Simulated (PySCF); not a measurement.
# Spinor energies of Co²⁺ (cobalt, charge +2)

Start: [Ar] 3d6 4p1; 3d3/2 filled at m_j = +3/2; 3d5/2 filled at m_j = -3/2, -1/2, +1/2, +3/2, +5/2; 4p3/2 filled at m_j = +3/2. Calculated with PySCF 2.14 in x2c-SVPall-2c with one added diffuse shell each of s, d type (6s5p4d1f, 48 functions): generalised Hartree-Fock with the X2C-1e Hamiltonian and a Gaussian nucleus; one run each with spin-orbit coupling (SO) switched off, then screened by Boettger's factors. This is a chosen level, not necessarily the ground level.

| spinor shell | electrons | ε, spin-free (eV) | ε, screened SO (eV) | weight of nominal j (screened SO) | rms radius, screened SO (bohr) |
| --- | --- | --- | --- | --- | --- |
| 1s1/2 | 2 | -7804.5 | -7804.5 | 1.000 | 0.0649 |
| 2s1/2 | 2 | -995.34 | -995.32 | 1.000 | 0.276 |
| 2p1/2 | 2 | -853.40 | -864.04 | 0.988 | 0.247 |
| 2p3/2 | 4 | -853.40 | -848.14 | 0.994 | 0.249 |
| 3s1/2 | 2 | -154.40 | -154.39 | 1.000 | 0.829 |
| 3p3/2 | 4 | -110.75 | -109.91 | 0.830 | 0.884 |
| 3p1/2 | 2 | -110.75 | -112.44 | 0.660 | 0.881 |
| 3d5/2 | 5 | -47.744 | -48.818 | 0.586 | 1.03 |
| 3d3/2 | 1 | -47.744 | -42.393 | 0.789 | 1.07 |
| 4p3/2 | 1 | -19.859 | -19.825 | 1.000 | 3.05 |

| quantity | spin-free | screened SO |
| --- | --- | --- |
| E (hartree) | -1390.40485 | -1390.42468 |
| M_J | 11/2 | 11/2 |
| ⟨J²⟩ | 35.754 | 35.754 |
| ⟨L²⟩ | 12.003 | 12.015 |
| ⟨S²⟩ | 8.751 | 8.744 |

Each row is a mean over spinors that exchange with the open shell spreads, by up to 17.209 eV (3p3/2).

Rows whose weight is well below 1 are mixtures of j = l ± 1/2: exchange outweighs spin-orbit coupling there, and the label is only the starting occupation.

Without spin-orbit coupling the j labels of p, d and f shells carry no meaning; the spin-free column gives the mean over the occupied spinors of each nl shell.
